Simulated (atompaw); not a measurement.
**u(r) = r·R(r): atom against pseudo-atom (tungsten (W))**

Columns: radius, all-electron u(r) and pseudo u(r) of the 5d shell (level -4.51 eV) of tungsten in the configuration [Xe] 4f14 5d4 6s2 6p0; PBEsol, scalar-relativistic, PAW (atompaw) scheme, atompaw 4.2.0.5.

```
r (bohr)  all-electron  pseudo
   0.115        0.2153  0.0004
   0.231       -0.0636  0.0035
   0.346       -0.3084  0.0117
   0.462       -0.2817  0.0269
   0.577       -0.1038  0.0502
   0.692        0.1113  0.0824
   0.808        0.3091  0.1236
   0.923        0.4664  0.1720
   1.038        0.5824  0.2262
   1.154        0.6619  0.2845
   1.269        0.7103  0.3433
   1.385        0.7350  0.4006
   1.500        0.7417  0.4528
   1.615        0.7353  0.4980
   1.731        0.7196  0.5346
   1.846        0.6977  0.5607
   1.962        0.6714  0.5763
   2.077        0.6429  0.5811
   2.192        0.6131  0.5763
   2.308        0.5825  0.5631
   2.423        0.5523  0.5435
   2.538        0.5225  0.5195
   2.654        0.4933  0.4927
   2.769        0.4653  0.4653
   2.885        0.4380  0.4381
   3.000        0.4122  0.4122
```

Q: How many radial nodes do the two functions have?

A: The all-electron 5d function has n − l − 1 = 2; the pseudo-wave has 0, since the states of the same l below it are removed with the core.

Q: Is the pseudo-wave norm-conserving?

A: No, it belongs to a PAW set: the norm inside the radius is not constrained, and the difference is carried by the augmentation charge.
